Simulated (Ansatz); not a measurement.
This singlet lies 1.88 eV below the relaxed triplet at the level composite: frozen-core CCSD(T) with HF/cc-pV5Z and the correlation energy extrapolated as X^-3 from cc-pVQZ and cc-pV5Z, plus full CI minus CCSD(T) in cc-pVDZ // B3LYP-D3(BJ)/def2-TZVP (Ansatz, a quantum-chemistry and plane-wave program).

Computed with Ansatz with B3LYP-D3(BJ)/def2-TZVP. No frequencies were computed at this level.

Ansatz 0.2 input:
```yaml
crystal:
  periodic: [false, false, false]
  atoms:
    - { symbol: Al, position_ang: [0.807202, -0.000004, -0.000003] }
    - { symbol: H, position_ang: [-0.807202, 0.000004, 0.000003] }
basis:
  gaussian: { orbitals: def2-tzvp }
hamiltonian:
  xc: b3lyp
  dispersion: d3bj
relax:
  max_steps: 150
```

Output:

```
Functional definition: B3LYP
303 factors; their error is unknown
mean field evaluation 1: about -6611.9515 eV, gradient 1.1e1 eV
mean field evaluation 2: about -6612.3447 eV, gradient 5.5e0 eV
mean field evaluation 4: about -6612.5088 eV, gradient 1.4e-1 eV
mean field evaluation 8: about -6612.5180 eV, gradient 1.7e-4 eV
mean field -6612.51801845 eV, -243.0055550525 hartree, gradient 4.8e-5 eV, S^2 0.000000; 0 other end points of the search recorded, 0 dependent functions left out
reference -6612.51819053 eV, -243.0055613760 hartree; 7, 7 occupied and 36, 36 virtual orbitals, 303 factors
relax step   1: F+E_penalty+E_count = -6612.54208889 eV  Δ(F+E_penalty+E_count) = +0.000e0 eV  max|allowed force component| = 5.035e-1 eV/Å  Δτ_max = 0.0000 Å  (21 SCF iters, accepted)
these checks for a lower state are left out or cut short: starts, cluster_reference, orbital_swaps, neighbouring_geometries, increment
303 factors; their error is unknown
mean field evaluation 16: about -6612.5289 eV, gradient 1.2e-5 eV
mean field -6612.52892131 eV, -243.0059557251 hartree, gradient 2.3e-5 eV, S^2 0.000000; 0 other end points of the search recorded, 0 dependent functions left out
reference -6612.52909413 eV, -243.0059620760 hartree; 7, 7 occupied and 36, 36 virtual orbitals, 303 factors
relax step   2: F+E_penalty+E_count = -6612.55305967 eV  Δ(F+E_penalty+E_count) = -1.097e-2 eV  max|allowed force component| = 1.125e-1 eV/Å  Δτ_max = 0.0181 Å  (23 SCF iters, accepted)
these checks for a lower state are left out or cut short: starts, cluster_reference, orbital_swaps, neighbouring_geometries, increment
303 factors; their error is unknown
mean field -6612.52953256 eV, -243.0059781882 hartree, gradient 2.3e-5 eV, S^2 0.000000; 0 other end points of the search recorded, 0 dependent functions left out
reference -6612.52970561 eV, -243.0059845476 hartree; 7, 7 occupied and 36, 36 virtual orbitals, 303 factors
relax step   3: F+E_penalty+E_count = -6612.55370006 eV  Δ(F+E_penalty+E_count) = -6.404e-4 eV  max|allowed force component| = 1.166e-3 eV/Å  Δτ_max = 0.0057 Å  (23 SCF iters, accepted)
303 factors; their error is unknown
mean field evaluation 32: about -6612.5295 eV, gradient 3.6e-2 eV
mean field -6612.52953256 eV, -243.0059781882 hartree, gradient 2.3e-5 eV, S^2 0.000000; 1 other end points of the search recorded, 0 dependent functions left out
reference -6612.52970561 eV, -243.0059845476 hartree; 7, 7 occupied and 36, 36 virtual orbitals, 303 factors
Total energy: -6612.55387311 eV, -243.0068726869 hartree
Atom 0 at     0.830968    -0.000004    -0.000003 Å, force     0.001166    -0.000000    -0.000000 eV/Å
Atom 1 at    -0.830968     0.000004     0.000003 Å, force    -0.001166     0.000000     0.000000 eV/Å
Dipole moment:     0.044288    -0.000000    -0.000000 e Å
```

Cost: around 0.8 core-seconds (rough).
